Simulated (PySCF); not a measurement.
Species: C₇H₁₃B.
Geometry (PBE0-D3(BJ)/def2-SVP, Å), atoms numbered from 1 in this order:
```
atom  x, y, z in Å
B1    -2.1428    1.5878    1.7277
C2    -1.3397    0.9608    0.5588
C3    -1.0085    1.8259   -0.4324
C4    -0.8829   -0.4522    0.5456
C5    -1.4048   -1.3489    1.3997
C6     0.1749   -0.8740   -0.4415
C7     1.5767   -0.3658   -0.0979
C8     2.6234   -0.7844   -1.1170
H9    -2.6018    2.6975    1.5816
H10   -2.2981    1.0362    2.7915
H11   -0.3643    1.5572   -1.2768
H12   -1.3824    2.8529   -0.4182
H13   -1.0914   -2.3962    1.3774
H14   -2.1581   -1.0697    2.1388
H15    0.1969   -1.9743   -0.4935
H16   -0.0981   -0.5324   -1.4564
H17    1.5628    0.7331   -0.0068
H18    1.8493   -0.7431    0.9021
H19    2.6733   -1.8811   -1.2134
H20    3.6265   -0.4296   -0.8360
H21    2.3954   -0.3784   -2.1160
```

Computed with PySCF at B3LYP/def2-SVPD, non-relativistic, on one gas-phase PBE0-D3(BJ)/def2-SVP geometry that isn't relaxed in the solvent. The solvent is an IEF-PCM continuum (cavity from Bondi-type radii × 1.2), and excitations are vertical TDDFT with non-equilibrium linear response and a frozen core. Only the electrostatic response of the medium enters.

Gas-phase singlets (H = HOMO, L = LUMO):

| state | E (eV) | λ (nm) | f | leading configurations |
| --- | --- | --- | --- | --- |
| S1 | 4.004 | 310 | 0.043 | H→L 91% |
| S2 | 5.138 | 241 | 0.001 | H-2→L 50%, H-1→L 45% |
| S3 | 5.317 | 233 | 0.012 | H-3→L 40%, H-1→L 26% |
| S4 | 5.630 | 220 | 0.250 | H→L+1 77% |
| S5 | 5.987 | 207 | 0.100 | H-3→L 48%, H-2→L 21% |

**Question.** How does the list change in cyclohexane (ε = 2.017)?

**Answer.** 
```
state  E (eV)  λ (nm)      f  leading configurations  change by rank (eV)
   S1   3.953     314  0.064                 H→L 94%               -0.051
   S2   5.119     242  0.002    H-1→L 53%, H-2→L 42%               -0.019
   S3   5.315     233  0.027    H-3→L 36%, H-1→L 21%               -0.002
   S4   5.506     225  0.336               H→L+1 77%               -0.124
   S5   5.899     210  0.127    H-3→L 44%, H-2→L 30%               -0.088
```

**Question.** What are the lowest 5 singlets in acetonitrile (ε = 35.69)?

**Answer.** 
```
state  E (eV)  λ (nm)      f  leading configurations  change by rank (eV)
   S1   3.951     314  0.057                 H→L 93%               -0.053
   S2   5.099     243  0.002    H-1→L 60%, H-2→L 34%               -0.039
   S3   5.343     232  0.036    H-3→L 34%, H-4→L 20%               +0.026
   S4   5.524     224  0.306    H→L+1 72%, H-4→L 13%               -0.106
   S5   5.839     212  0.104    H-2→L 39%, H-3→L 37%               -0.148
```

**Question.** The ground-state energy changes by -0.085 eV from gas to acetonitrile. By how much does the total energy of gas-phase S1 change?

**Answer.** E(S1) = E(S0) + excitation energy, so it changes by -0.085 − 0.053 = -0.138 eV: it is lowered more than the ground state, which is what a red shift means. This is the vertical state, with the slow part of the continuum still set for S0.

**Question.** How do the frontier levels move from gas to acetonitrile?

**Answer.** 
```tsv
orbital	gas (eV)	solvent (eV)	change (eV)
LUMO+2	0.38	0.55	+0.17
LUMO+1	-0.77	-0.73	+0.04
LUMO	-2.19	-2.14	+0.05
HOMO	-6.72	-6.66	+0.06
HOMO-1	-8.55	-8.46	+0.09
HOMO-2	-8.67	-8.58	+0.09
HOMO-3	-8.92	-8.79	+0.13
```

The HOMO–LUMO gap goes from 4.53 to 4.52 eV.
